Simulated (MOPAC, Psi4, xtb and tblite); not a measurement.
Internal rotation in H7NSSi2, SMILES [SiH2](N)[SiH2]S, singlet. Scanned: dihedral H5–N1–Si2–Si3; all other coordinates were relaxed at B3LYP-D3(BJ)/def2-SVP.

Geometry of the scan point at -150° (Å):
```
11

N     -1.0316     3.6608     1.9580
Si     0.0790     2.4650     2.5538
Si     0.4763     2.9482     4.8188
S      2.1754     1.7447     5.4311
H     -1.6808     3.4356     1.2112
H     -0.7910     4.6466     1.9547
H      1.3971     2.3645     1.8431
H     -0.5989     1.1423     2.4269
H     -0.7249     2.6242     5.6456
H      0.7555     4.4068     5.0031
H      2.1104     2.0717     6.7434
```

Methods: GFN2-xTB, on its own relaxed geometries (the stored frames are those of B3LYP-D3(BJ)/def2-SVP) (xtb and tblite); PBE0/def2-TZVP // B3LYP-D3(BJ)/def2-SVP (Psi4); PBE0-D3(BJ)/def2-TZVP // B3LYP-D3(BJ)/def2-SVP (Psi4); PBE/def2-TZVP // B3LYP-D3(BJ)/def2-SVP (Psi4); PBE-D3(BJ)/def2-TZVP // B3LYP-D3(BJ)/def2-SVP (Psi4); MP2/cc-pVTZ = Psi4 1.11 with DF-MP2 (frozen core)/cc-pVTZ // B3LYP-D3(BJ)/def2-SVP; PM6, restricted, heats of formation // B3LYP-D3(BJ)/def2-SVP (MOPAC).

Least-squares fit of E(φ) = a0 + Σ (a_n cos nφ + b_n sin nφ), n = 1 to 4, to the 12 scan points, in kcal/mol above the lowest point of each profile (levels whose profile four harmonics don't fit are not listed):

```
method                   a0     a1    b1     a2    b2     a3    b3    a4    b4  rms of fit
---------------------  ----  -----  ----  -----  ----  -----  ----  ----  ----  ----------
GFN2-xTB               0.55  -0.11  0.00  -0.30  0.00   0.59  0.00  0.13  0.00        0.08
PBE0/def2-TZVP         0.32   0.12  0.00  -0.05  0.00   0.25  0.00  0.25  0.00        0.02
PBE0-D3(BJ)/def2-TZVP  0.32   0.10  0.00  -0.08  0.00   0.26  0.00  0.26  0.00        0.02
PBE/def2-TZVP          0.36   0.17  0.00   0.02  0.00   0.30  0.00  0.24  0.00        0.01
PBE-D3(BJ)/def2-TZVP   0.37   0.15  0.00  -0.01  0.00   0.32  0.00  0.25  0.00        0.01
MP2/cc-pVTZ            0.46   0.09  0.00  -0.11  0.00   0.43  0.00  0.23  0.00        0.02
PM6                    2.04   0.18  0.02   0.06  0.00  -1.44  0.00  0.75  0.02        0.17
```
